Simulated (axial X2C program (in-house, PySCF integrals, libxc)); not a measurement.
Spin–orbit effects down a group: molecules with Br (ions), HF

Calculated with an axial X2C code built on PySCF integrals, spin-free (one-electron X2C) or two-component (2c: spin–orbit coupling with atomic mean-field Coulomb and Gaunt terms, which also bring small scalar terms), in Dyall basis sets with cores contracted in-house; open shells are unrestricted.

Basis sets: Br dyall-acv3z, C dyall-av3z, Ge dyall-acv3z, Si dyall-av3z, Sn dyall-acv3z.

```json
{"molecule": "CBr⁻", "spin-free state": "M_S = 1, Λ = 0", "Re (Å)": "2.219", "ωe (cm⁻¹)": "265.7", "De (eV)": "0.61", "2c state": "Ω = 1", "Re 2c (Å)": "2.219", "ωe 2c (cm⁻¹)": "265.7", "De 2c (eV)": "0.61"}
{"molecule": "SiBr⁻", "spin-free state": "M_S = 1, Λ = 0", "Re (Å)": "2.493", "ωe (cm⁻¹)": "250.2", "De (eV)": "1.25", "2c state": "Ω = 1", "Re 2c (Å)": "2.494", "ωe 2c (cm⁻¹)": "249.9", "De 2c (eV)": "1.25"}
{"molecule": "GeBr⁻", "spin-free state": "M_S = 1, Λ = 0", "Re (Å)": "2.606", "ωe (cm⁻¹)": "169.6", "De (eV)": "1.13", "2c state": "Ω = 1", "Re 2c (Å)": "2.607", "ωe 2c (cm⁻¹)": "169.0", "De 2c (eV)": "n/a"}
{"molecule": "SnBr⁻", "spin-free state": "M_S = 1, Λ = 0", "Re (Å)": "2.767", "ωe (cm⁻¹)": "152.4", "De (eV)": "1.23", "2c state": "Ω = 1", "Re 2c (Å)": "2.772", "ωe 2c (cm⁻¹)": "150.6", "De 2c (eV)": "n/a"}
```

Fragments in 2c: Br- + C, Br- + Si, Br- + Ge, Sn + Br-. Each entry is the lowest single determinant of a limited PBE0 search at one distance. De goes to single-determinant-based atoms at the same level (for ions the charge split of lowest energy) and is withheld (n/a) where an atom does not fit its ground term or J level. Main or longest-lived isotopes. One determinant is a doubtful description, or other states lie close, for CBr⁻, SiBr⁻, GeBr⁻, SnBr⁻; these need not be ground states, and all values refer to the states named. Some open-shell Ω = 0 determinants are out of reach, so the Ω given for CBr⁻, SiBr⁻, GeBr⁻, SnBr⁻ need not be the lowest component. With several unpaired electrons the Ω given is that of one determinant, not necessarily of the lowest component. Some light 2c atoms are not at their ground J level, so De misses part of their lowering (0.04 eV or less).
